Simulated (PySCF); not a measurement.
**Energy of Mo⁻ (molybdenum, charge -1) between two integer charges**

The 5s beta orbital of [Kr] 4d5 5s2 is emptied in steps (occupation f), with all orbitals relaxed, ending at [Kr] 4d5 5s1. All numbers are calculated (PySCF 2.14, a scalar-relativistic core potential, in aug-cc-pVDZ-PP with ECP28MDF). The exact energy is a straight line in f; departures are measured from the line between the end points of the same method.

```tsv
f	UHF (eV)	LDA (eV)	PBE (eV)
1	0.000	0.000	0.000
0.8	0.003	-0.306	-0.276
0.6	0.004	-0.473	-0.424
0.4	0.004	-0.485	-0.432
0.2	0.003	-0.330	-0.287
0	0.000	0.000	0.000
```

**Question.** For PBE, how does the orbital energy at f = 1 compare with the removal energy?

**Answer.** −ε = -1.186 eV against a total-energy difference of 0.486 eV. By Janak's theorem ε = ∂E/∂f, so the gap between them reflects the curvature. Along the path −ε is -0.586 (f = 0.8), 0.085 (f = 0.6), 0.819 (f = 0.4), 1.602 (f = 0.2) eV.

```
method  E(f=0) − E(f=1) (eV)  −ε at f=1 (eV)  −ε at f=0.4 (eV)
   UHF                -0.312          -0.292            -0.316
   LDA                 0.819          -1.033             1.166
   PBE                 0.486          -1.186             0.819
```

At f = 1 the orbital energy is positive for UHF, LDA, PBE: only the finite basis holds the electron.

Reference removal energy between the ground levels: 0.747 eV (measured; photodetachment measurements, as compiled on the Wikipedia data page of electron affinities). UHF lacks correlation.
